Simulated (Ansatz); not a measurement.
CH2AlClO2, relaxed with RKS PBE0-D4/def2-TZVP in Ansatz from a PBE-D4/def2-SVP geometry. The force threshold is 0.005 eV/Å; the program also tests the step.

The species carries charge 0 and has multiplicity 1. The bonds changed during the relaxation, so this is another structure than the one it started from.

Start:

```xyz
7

O     0.771   -0.640    0.746
C    -0.294   -1.181    0.293
O    -1.075   -0.471   -0.427
Al    0.174    0.995   -0.131
Cl    1.311    1.428   -1.858
H    -0.538   -2.243    0.524
H    -0.349    2.112    0.853
```

Q: By how much does the energy fall, and how many steps does the optimiser take? (Best estimate.)

A: The calculation gave: 4.60 kJ/mol, in 5 steps.

Q: Which bonds change most? (Best estimate.)

A: The calculation gave: C2–Al4 from 2.266 to 2.223 Å; O3–Al4 from 1.949 to 1.907 Å; O1–Al4 from 1.949 to 1.907 Å; C2–H6 from 1.114 to 1.094 Å.

Q: Give the relaxed structure. (An estimate is asked.)

A: Ansatz gave: 
```xyz
7

O     0.760   -0.624    0.736
C    -0.290   -1.166    0.289
O    -1.060   -0.458   -0.420
Al    0.168    0.970   -0.126
Cl    1.295    1.404   -1.836
H    -0.527   -2.210    0.513
H    -0.347    2.085    0.845
```
